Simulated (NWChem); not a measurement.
Molecule: C$_{2}$H$_{7}$NZr; SMILES [NH]=[Zr]([CH3])[CH3]

Results from NWChem. All runs use the structure optimised with PBE0/def2-SVP. No frequency run checked for a minimum. def2 effective core potentials on Zr; no spin-orbit coupling.

**Question.** Predict the results for B3LYP/def2-TZVP. Quantities: highest occupied level (eV); orbital gap (eV); dipole (D).

**Answer.** 
```yaml
highest occupied level (eV): -6.34
orbital gap (eV): 3.96
dipole (D): 3.91
```
